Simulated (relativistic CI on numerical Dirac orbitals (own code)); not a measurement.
Rh4+: L2,3 absorption edge

Computed with this model: Dirac-Coulomb-Breit CI, KLI orbitals optimised for each configuration, QED by a radiative potential, valence Slater integrals scaled by 0.8, multiplet model of core-to-valence dipole absorption; configurations [Kr] 4d5 → [He] 2s2 2p5 3s2 3p6 3d10 4s2 4p6 4d6; 300 K; Lorentzian 0.96 eV and Gaussian 0.5 eV FWHM. Energies are those of the free ion, without screening or charge transfer. The branching ratio is the share of the lower-energy edge in the whole absorption, uncertain by about 0.02 where the edges overlap. S is read from ⟨S²⟩ = S(S + 1).

Field parameters in Wybourne normalisation: Oh B⁴₀ = 21Dq, B⁴₄ = √(5/14) B⁴₀. The field is a parameter set, without covalency.

Peaks in eV (height, largest 100): 3009.9 (78), 3011.6 (100), 3152.7 (32), 3154.8 (29).

Question: Which surroundings give this spectrum?
A. Oh, 10Dq = 7250 cm⁻¹
B. Oh, 10Dq = 25500 cm⁻¹
C. Oh, 10Dq = 43700 cm⁻¹
D. Oh, 10Dq = 16350 cm⁻¹

Answer: D. Oh, 10Dq = 16350 cm⁻¹, where the ground state has S = 2.46.
